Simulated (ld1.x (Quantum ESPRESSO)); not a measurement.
# An all-electron radial function and its pseudo partner (B)

Columns: radius, all-electron u(r) and pseudo u(r) of the 2s shell (level -9.57 eV) of boron in the configuration [He] 2s1.75 2p1.25; PBE, scalar-relativistic, ultrasoft scheme, ld1.x (Quantum ESPRESSO) 7.5.

```
r (bohr)  all-electron   pseudo
   0.103        0.2731  -0.0860
   0.205        0.2983  -0.1698
   0.308        0.2084  -0.2516
   0.410        0.0729  -0.3287
   0.513       -0.0755  -0.4014
   0.615       -0.2158  -0.4674
   0.718       -0.3421  -0.5273
   0.820       -0.4486  -0.5795
   0.923       -0.5375  -0.6247
   1.025       -0.6075  -0.6618
   1.128       -0.6609  -0.6916
   1.230       -0.6984  -0.7137
   1.332       -0.7223  -0.7286
   1.435       -0.7347  -0.7364
   1.538       -0.7372  -0.7374
   1.640       -0.7316  -0.7316
   1.743       -0.7194  -0.7194
   1.845       -0.7022  -0.7022
   1.948       -0.6808  -0.6808
   2.050       -0.6566  -0.6566
   2.153       -0.6301  -0.6301
   2.255       -0.6024  -0.6024
   2.358       -0.5736  -0.5736
   2.460       -0.5447  -0.5447
   2.562       -0.5159  -0.5159
   2.665       -0.4871  -0.4871
```

Task: How many radial nodes do the two functions have?

Result: The all-electron 2s function has n − l − 1 = 1; the pseudo-wave has 0, since the states of the same l below it are removed with the core.

Task: At about which radius was the pseudo-wave matched?

Result: 1.65 bohr. The columns agree to 0.0005 from 1.54 bohr on; several derivatives are matched, so the curves merge somewhat inside the radius.

Task: Where does each function peak?

Result: Outermost all-electron maximum near 1.54 bohr, pseudo maximum near 1.54 bohr (to the table’s step).

Task: Is the pseudo-wave norm-conserving?

Result: No, it belongs to an ultrasoft set: the norm inside the radius is not constrained, and the difference is carried by the augmentation charge.
